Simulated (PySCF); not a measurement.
## Correlation energy of Tl (thallium, neutral)

[Xe] 4f14 5d10 6s2 6p1, 2P determinant. Computed with PySCF 2.14 in aug-cc-pwCVTZ-DK3 (11s10p8d5f1g, 125 functions), with scalar relativity by spin-free X2C-1e. Frozen: [Kr] 4d10 4f14; 21 electrons correlated.

MP2 pair energies summed by pair of shells (mhartree):

```
 pair   energy  share (%)
5d-5d  -291.27       44.7
5p-5d  -125.89       19.3
5d-6s   -99.17       15.2
5p-5p   -34.79        5.3
5s-5d   -21.20        3.3
5d-6p   -17.94        2.8
5s-5p   -16.75        2.6
6s-6s   -16.38        2.5
5p-6s   -11.36        1.7
6s-6p   -11.07        1.7
5s-5s    -2.89        0.4
5p-6p    -1.63        0.2
5s-6s    -0.95        0.1
5s-6p    -0.15        0.0
```

Total MP2 correlation energy: -651.43 mhartree.

Same-spin part -222.57 and opposite-spin part -428.86 mhartree; SCS-MP2 scales them by 1/3 and 6/5 to -588.82 mhartree.
